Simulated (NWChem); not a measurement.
System: GaH₃S; SMILES [GaH2][SH]

```xyz
5

Ga    -0.0151    -0.7883     0.0000
H      1.3724    -1.5017     0.0000
H     -1.4208    -1.4693     0.0000
S      0.0737     1.4134     0.0000
H     -1.2651     1.5947     0.0000
```
Atoms are numbered in this order, from 1.

Program: NWChem. Pople sets run with spherical d functions. Structure relaxed at the PBE0/def2-SVP level. Field at 589 nm.

```json
[
 {"level": "B3LYP/6-31G*", "isotropic polarisability (bohr³)": "45.2", "anisotropy (bohr³)": "28.0", "relative time": "1"},
 {"level": "B3LYP/def2-SVP", "isotropic polarisability (bohr³)": "44.6", "anisotropy (bohr³)": "27.4", "relative time": "1"},
 {"level": "B3LYP/def2-SVPD", "isotropic polarisability (bohr³)": "57.4", "anisotropy (bohr³)": "24.9", "relative time": "2"},
 {"level": "B3LYP/aug-cc-pVDZ", "isotropic polarisability (bohr³)": "57.2", "anisotropy (bohr³)": "25.7", "relative time": "10"},
 {"level": "B3LYP/def2-TZVPD", "isotropic polarisability (bohr³)": "57.9", "anisotropy (bohr³)": "25.3", "relative time": "7"}
]
```

The last column is a rough cost ratio, cheapest run = 1.
